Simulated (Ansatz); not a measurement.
Steps of a relaxation of C$_{3}$H$_{11}$MoN$_{3}$O, SMILES `C[N]=[Mo]([NH2])(=[N]C)[O]C` with RKS PBE0-D4/def2-TZVP.

```sh
$ ansatz run in.yaml --threads 4 --pin off --events-out ev --progress --plain --max-ram 66560MiB --backend cuda --devices 0, --max-vram 37GiB
```

```yaml
crystal:
  periodic: [false, false, false]
  atoms:
    - {symbol: C, position_ang: [1.075430, -1.052390, -2.555140]}
    - {symbol: N, position_ang: [1.035361, -0.671607, -1.187618]}
    - {symbol: Mo, position_ang: [0.609814, 0.008601, 0.370975]}
    - {symbol: N, position_ang: [2.188877, 0.984448, 1.010717]}
    - {symbol: N, position_ang: [-0.683076, 1.185621, 0.210697]}
    - {symbol: C, position_ang: [-1.642332, 1.998550, -0.458493]}
    - {symbol: O, position_ang: [0.041727, -1.377186, 1.552442]}
    - {symbol: C, position_ang: [-1.123372, -1.678244, 2.268773]}
    - {symbol: H, position_ang: [2.038252, -0.742950, -3.025335]}
    - {symbol: H, position_ang: [0.253532, -0.586385, -3.147677]}
    - {symbol: H, position_ang: [0.991835, -2.158370, -2.673255]}
    - {symbol: H, position_ang: [3.141135, 0.813899, 0.676069]}
    - {symbol: H, position_ang: [2.138852, 1.882831, 1.498993]}
    - {symbol: H, position_ang: [-2.667981, 1.806950, -0.069387]}
    - {symbol: H, position_ang: [-1.657882, 1.821482, -1.558344]}
    - {symbol: H, position_ang: [-1.428915, 3.079560, -0.293310]}
    - {symbol: H, position_ang: [-0.860510, -1.992708, 3.304550]}
    - {symbol: H, position_ang: [-1.677844, -2.520100, 1.792256]}
    - {symbol: H, position_ang: [-1.814804, -0.806101, 2.339587]}
basis:
  gaussian: {orbitals: def2-TZVP}
hamiltonian: {xc: pbe0, dispersion: d4}
relax: {f_tol: 0.005, max_steps: 150}
```

Positions (Å) and forces (eV/Å) along the path, 7 of 43 steps:

```xyz
19
step=1 energy=-11658.2907 eV
C     1.075   -1.052   -2.555    0.005   -0.101   -0.445
N     1.035   -0.672   -1.188   -0.243    0.285    0.723
Mo    0.610    0.009    0.371   -0.463    0.206   -0.792
N     2.189    0.984    1.011    0.351    0.297    0.066
N    -0.683    1.186    0.211    0.565   -0.537   -0.011
C    -1.642    1.999   -0.458   -0.262    0.231   -0.199
O     0.042   -1.377    1.552   -0.101    0.193   -0.088
C    -1.123   -1.678    2.269   -0.338   -0.034    0.188
H     2.038   -0.743   -3.025   -0.484   -0.137    0.299
H     0.254   -0.586   -3.148    0.414   -0.218    0.358
H     0.992   -2.158   -2.673    0.038    0.579    0.127
H     3.141    0.814    0.676   -0.657    0.091    0.182
H     2.139    1.883    1.499   -0.006   -0.593   -0.337
H    -2.668    1.807   -0.069    0.534    0.049   -0.157
H    -1.658    1.821   -1.558    0.048    0.050    0.564
H    -1.429    3.080   -0.293   -0.056   -0.557   -0.052
H    -0.861   -1.993    3.305   -0.071    0.177   -0.545
H    -1.678   -2.520    1.792    0.332    0.438    0.188
H    -1.815   -0.806    2.340    0.393   -0.419   -0.069
19
step=3 energy=-11658.3925 eV
C     1.062   -1.036   -2.535   -0.002   -0.009   -0.046
N     1.025   -0.668   -1.170    0.006   -0.001    0.042
Mo    0.608    0.002    0.370   -0.019    0.014   -0.027
N     2.177    0.969    1.016    0.041    0.034    0.012
N    -0.674    1.158    0.213    0.025   -0.020    0.014
C    -1.631    1.964   -0.454   -0.022    0.022   -0.011
O     0.052   -1.377    1.538    0.034   -0.019   -0.009
C    -1.119   -1.650    2.244   -0.039    0.002    0.018
H     2.016   -0.738   -2.985    0.011    0.006    0.004
H     0.259   -0.559   -3.108   -0.011    0.010    0.001
H     0.965   -2.121   -2.651   -0.003   -0.009    0.007
H     3.107    0.814    0.658   -0.013   -0.015   -0.008
H     2.119    1.863    1.477   -0.018   -0.005    0.003
H    -2.637    1.766   -0.068   -0.006   -0.008    0.008
H    -1.639    1.784   -1.534    0.005   -0.009   -0.012
H    -1.418    3.026   -0.287    0.008    0.005    0.005
H    -0.866   -1.960    3.263    0.005   -0.002    0.009
H    -1.672   -2.467    1.766   -0.002   -0.005   -0.008
H    -1.776   -0.774    2.302    0.000    0.010   -0.002
19
step=8 energy=-11658.3934 eV
C     1.073   -1.020   -2.547    0.000   -0.004   -0.010
N     1.041   -0.680   -1.173    0.002    0.003    0.000
Mo    0.613   -0.014    0.366   -0.006    0.001    0.004
N     2.172    0.963    1.022    0.008    0.002    0.001
N    -0.676    1.134    0.204    0.001   -0.004   -0.004
C    -1.643    1.934   -0.457   -0.002    0.002    0.002
O     0.053   -1.402    1.525   -0.013    0.001    0.000
C    -1.116   -1.626    2.255    0.002    0.000   -0.002
H     2.052   -0.776   -2.977   -0.006   -0.002    0.003
H     0.310   -0.478   -3.118    0.006   -0.004    0.005
H     0.907   -2.095   -2.687    0.001    0.009    0.002
H     3.103    0.816    0.665   -0.002   -0.001    0.001
H     2.105    1.853    1.490   -0.002   -0.002   -0.002
H    -2.644    1.733   -0.059    0.001    0.000    0.001
H    -1.660    1.747   -1.537    0.001    0.000    0.000
H    -1.431    2.997   -0.297    0.001   -0.001    0.000
H    -0.856   -1.971    3.261    0.000    0.002   -0.003
H    -1.723   -2.402    1.774    0.005    0.005    0.004
H    -1.723   -0.717    2.347    0.005   -0.006   -0.001
19
step=20 energy=-11658.3945 eV
C     1.110   -0.978   -2.605   -0.002    0.002    0.005
N     1.039   -0.696   -1.219    0.003   -0.004   -0.003
Mo    0.568   -0.065    0.322    0.003    0.011   -0.001
N     2.109    0.883    1.058   -0.001   -0.005   -0.002
N    -0.703    1.103    0.166   -0.004   -0.004   -0.004
C    -1.656    1.934   -0.479    0.003   -0.001    0.003
O    -0.035   -1.498    1.404   -0.019   -0.009    0.018
C    -1.089   -1.597    2.317    0.007   -0.011    0.000
H     2.113   -0.758   -2.987    0.000    0.000    0.000
H     0.392   -0.383   -3.180    0.000    0.000    0.000
H     0.906   -2.038   -2.796    0.000    0.001    0.000
H     3.055    0.719    0.751   -0.001    0.000    0.001
H     2.034    1.769    1.533    0.000    0.001   -0.001
H    -2.663    1.729   -0.100    0.000    0.000    0.000
H    -1.660    1.786   -1.564    0.000    0.000    0.001
H    -1.436    2.989   -0.279   -0.001    0.000    0.000
H    -0.693   -1.750    3.329   -0.009    0.004   -0.025
H    -1.720   -2.457    2.063    0.018    0.022    0.008
H    -1.714   -0.696    2.324    0.002   -0.008    0.001
19
step=27 energy=-11658.3953 eV
C     1.120   -0.957   -2.628    0.000    0.002    0.001
N     1.034   -0.710   -1.236   -0.002   -0.005    0.000
Mo    0.547   -0.090    0.305    0.002   -0.001   -0.002
N     2.083    0.836    1.078   -0.006    0.003    0.004
N    -0.713    1.090    0.148    0.004    0.004   -0.001
C    -1.657    1.937   -0.488   -0.001   -0.001    0.001
O    -0.083   -1.537    1.355    0.002   -0.003   -0.003
C    -1.075   -1.581    2.339   -0.004    0.003    0.001
H     2.129   -0.733   -2.993    0.000    0.000   -0.001
H     0.412   -0.344   -3.196    0.000    0.000    0.000
H     0.913   -2.011   -2.847    0.000    0.000    0.000
H     3.034    0.657    0.795    0.002    0.000   -0.003
H     2.010    1.723    1.550    0.001    0.000    0.002
H    -2.670    1.722   -0.129    0.000    0.000    0.000
H    -1.647    1.817   -1.577    0.000    0.000    0.000
H    -1.441    2.987   -0.258    0.000    0.000    0.000
H    -0.621   -1.586    3.337   -0.003    0.002   -0.004
H    -1.662   -2.499    2.226    0.002    0.004    0.002
H    -1.755   -0.723    2.275    0.003   -0.007    0.004
19
step=30 energy=-11658.3953 eV
C     1.120   -0.957   -2.628   -0.001    0.001    0.000
N     1.034   -0.711   -1.236    0.003    0.000    0.000
Mo    0.547   -0.090    0.304   -0.004    0.001    0.001
N     2.082    0.835    1.079   -0.001    0.001    0.001
N    -0.713    1.090    0.147    0.001    0.000   -0.002
C    -1.657    1.937   -0.488    0.000    0.000    0.001
O    -0.084   -1.538    1.353   -0.001   -0.001    0.000
C    -1.075   -1.580    2.339    0.001    0.000   -0.001
H     2.130   -0.734   -2.993    0.000    0.000    0.000
H     0.413   -0.343   -3.196    0.000    0.000    0.000
H     0.913   -2.011   -2.848    0.000    0.000    0.000
H     3.033    0.658    0.795    0.002    0.000    0.000
H     2.009    1.721    1.553    0.000   -0.002   -0.001
H    -2.670    1.721   -0.129    0.000    0.000    0.000
H    -1.647    1.817   -1.577    0.000    0.000    0.000
H    -1.441    2.987   -0.258    0.000    0.000    0.000
H    -0.620   -1.583    3.336    0.001    0.001    0.001
H    -1.660   -2.500    2.229    0.000   -0.001    0.000
H    -1.756   -0.724    2.274   -0.002    0.001    0.000
19
step=43 energy=-11658.3956 eV
C     1.125   -0.943   -2.645    0.000    0.001    0.001
N     1.031   -0.722   -1.249    0.000   -0.002   -0.001
Mo    0.532   -0.109    0.292    0.001    0.001    0.002
N     2.063    0.796    1.096   -0.002    0.001    0.001
N    -0.717    1.082    0.135    0.000    0.001   -0.001
C    -1.656    1.942   -0.491    0.000    0.000    0.000
O    -0.121   -1.566    1.316   -0.001    0.000    0.001
C    -1.065   -1.568    2.349    0.000    0.000    0.000
H     2.143   -0.737   -2.996    0.000    0.000    0.000
H     0.438   -0.301   -3.207    0.000    0.000    0.000
H     0.894   -1.987   -2.887    0.000    0.000    0.000
H     3.018    0.610    0.829    0.001    0.000   -0.001
H     1.990    1.682    1.572    0.000   -0.001    0.000
H    -2.672    1.718   -0.149    0.000    0.000    0.000
H    -1.633    1.849   -1.582    0.000    0.000    0.000
H    -1.444    2.986   -0.234    0.000    0.000    0.000
H    -0.580   -1.400    3.318   -0.001    0.000   -0.002
H    -1.562   -2.544    2.382    0.001    0.003    0.000
H    -1.827   -0.793    2.207    0.001   -0.002    0.001
```

Hardware: 4 threads of an AMD EPYC 7R13 on a shared host and a share of an NVIDIA H100 80 GB. Wall time 4.1 min, peak host memory 0.98 GiB.
